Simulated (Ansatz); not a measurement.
`[F][Zn][CH]1CO1` + `N=[CH][AlH][OH]` → `[OH][AlH][Zn][F]` + `N=CC1CO1`  (formal exchange of groups at a Zn–C bond)

Calculated with Ansatz (gas phase, PBE0-D4/def2-TZVP geometries, no zero-point term in ΔE). CCSD(T)/CBS is the MP2 limit (def2-TZVPP, def2-QZVPP) plus CCSD(T) − MP2 in def2-TZVPP, frozen cores. DFT in def2-TZVPP. HSE06 is defined as in plane-wave codes. For Zn outer-core shells are correlated without core-valence functions, which leaves a few kJ/mol of doubt a bond. Scalar relativity is left out up to krypton. One conformer a species, not always the lowest.

`[F][Zn][CH]1CO1`:

```xyz
8

F     1.789    2.962    0.631
Zn    0.869    1.474    0.586
C    -0.140   -0.160    0.531
C    -0.548   -0.798   -0.728
O     0.531   -1.317    0.013
H    -0.769   -0.395    1.391
H    -1.441   -1.419   -0.739
H    -0.290   -0.348   -1.684
```

`N=[CH][AlH][OH]`:

Z-matrix (Å, degrees):
```
C
Al 1 1.974
N 1 1.275 2 121.7
H 1 1.099 2 123.7 3 -180.0
O 2 1.695 1 109.8 3 -0.1
H 2 1.584 1 128.2 3 179.9
H 3 1.024 1 111.0 2 0.0
H 5 0.955 2 125.4 1 180.0
```

`[OH][AlH][Zn][F]`:

```xyz
6

O     0.590    1.103   -1.218
Al   -0.518    0.371   -0.159
Zn    0.445   -1.443    1.167
F     1.134   -2.758    2.132
H     0.366    1.826   -1.803
H    -2.016    0.900   -0.119
```

`N=CC1CO1`:

Z-matrix (Å, degrees):
```
C
C 1 1.474
O 1 1.423 2 115.4
C 1 1.466 2 119.8 3 -66.6
H 1 1.087 2 115.5 3 139.6
N 2 1.263 1 120.6 3 -149.2
H 2 1.098 1 114.6 3 30.7
H 4 1.088 1 119.5 2 -0.7
H 4 1.087 1 118.6 2 -152.1
H 6 1.019 2 111.1 1 -179.2
```

```csv
level,ΔE (kcal/mol),difference from CCSD(T)/CBS
PBE-D4,-20.3,-1.4
r2SCAN-D4,-20.0,-1.1
r2SCANh-D4,-20.4,-1.5
r2SCAN0-D4,-21.1,-2.2
PBE-QIDH,-20.3,-1.4
PBE,-20.5,-1.6
r2SCAN,-20.0,-1.1
HSE06,-21.5,-2.6
BHLYP,-21.7,-2.8
CAM-B3LYP,-20.1,-1.2
RPA@PBE/def2-TZVPP,-16.1,2.8
HF/def2-SVP,-24.7,-5.8
HF/def2-TZVPP,-23.6,-4.7
CCSD/def2-TZVPP,-18.7,0.2
MP2/def2-QZVPP,-17.4,1.5
HF/CBS(def2),-23.6,-4.7
CCSD(T)/CBS,-18.9,0
```

Largest T1 diagnostic among the species: 0.016.

In def2-TZVPP, CCSD(T) changes the Hartree–Fock value by +5.6 kcal/mol (the triples alone add +0.6 kcal/mol) and MP2 by +6.7 kcal/mol. Leaving LDA and LC-ωPBE aside and taking each functional with its dispersion term where it has one, the values, not all of them listed here, spread over 2.9 kcal/mol, from PBE0-D4 to BLYP-D4. LDA lies −1.2 kcal/mol from PBE without D4.
